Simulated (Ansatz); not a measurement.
`[CH3][GaH][CH2]Cl` at its PBE0-D4/def2-TZVP geometry, where that method's forces vanish. The species carries charge 0 and has multiplicity 1.

```xyz
10

C     0.6710    1.3885   -0.7512
Ga    0.6059   -0.4801   -0.1560
C    -0.8486   -1.0127    1.0862
Cl   -1.9835   -1.3752   -0.2894
H     1.0358    1.4752   -1.7756
H     1.3520    1.9538   -0.1074
H    -0.3144    1.8528   -0.6835
H     1.5476   -1.6255   -0.6663
H    -0.7412   -1.9333    1.6539
H    -1.3247   -0.2433    1.6893
```

(1) What forces (eV/Å) does ωB97M-V/def2-TZVPP give on these atoms in the Gaussian-basis code of Ansatz? (Best estimate.)

## Answers

(1) Ansatz gave: 
```
C1   0.006  0.027 -0.012
Ga2  0.051 -0.085 -0.032
C3   0.091  0.024  0.208
Cl4 -0.100 -0.028 -0.133
H5  -0.031  0.003  0.082
H6  -0.054 -0.034 -0.053
H7   0.075 -0.027 -0.006
H8  -0.080  0.099  0.045
H9  -0.010  0.099 -0.048
H10  0.052 -0.079 -0.052
```
